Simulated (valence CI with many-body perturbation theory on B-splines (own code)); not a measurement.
The numbers below are computed, except where a source is named.
# Te46+: what the settings do

Method: valence CI with perturbative core correlation (CI+MBPT): four valence electrons over a frozen Dirac-Fock core [He], radial functions for each j: 6 s, 6 p, 5 d, 3 f, 1 g, with the one-electron correlation potential Σ1, the two-electron term Σ2, the three-electron term Σ3, Breit, model QED; selected CI, second order for the rest, scaled by the run's own slope (own B-spline code, finite nucleus).

No measured spectrum was set against this ion. As an estimate, large intervals hold to a few tenths of a per cent, small ones and those within an open d or f shell to about a per cent.

The reference run has the lowest level (2s^2 2p1/2^2) J=0 and an ionisation energy of 8240.69 eV. Its largest variational space holds 9999 state functions.

Levels are named by their leading jj configuration (3d3/2^4 stands for four electrons in 3d with j = 3/2), which in mixed levels can hold well under half, so a name can repeat and another be missing. Letters in brackets count levels of one name in rising energy.

```csv
Level,Reference (cm⁻¹),Shift (cm⁻¹)
(2s^2 2p1/2 2p3/2) J=1,2255960,-155
(2s^2 2p1/2 2p3/2) J=2,2378700,+1343
(2s 2p1/2^2 2p3/2) J=2,3672560,-482
(2s 2p1/2^2 2p3/2) J=1,4144810,+4265
(2s^2 2p3/2^2) J=2,4729620,+618
(2s^2 2p3/2^2) J=0,5040200,+300
(2s 2p1/2 2p3/2^2) J=2 [a],5814200,-1328
(2s 2p1/2 2p3/2^2) J=3,6084440,+2043
(2s 2p1/2 2p3/2^2) J=0,6367610,+2038
(2s 2p1/2 2p3/2^2) J=1 [a],6480220,+3867
(2s 2p1/2 2p3/2^2) J=2 [b],6562580,+5937
(2s 2p1/2 2p3/2^2) J=1 [b],6592120,+4460
```

The ionisation energy moves by -0.63 eV.

Task: Which of these changes was made?
A. screening of Σ1 on → off
B. correlating orbitals by l 3 3 3 2 1 → 4 4 0 0 0
C. correlating orbitals by l 3 3 3 2 1 → 4 6 3 4 2

Result: B. correlating orbitals by l 3 3 3 2 1 → 4 4 0 0 0.
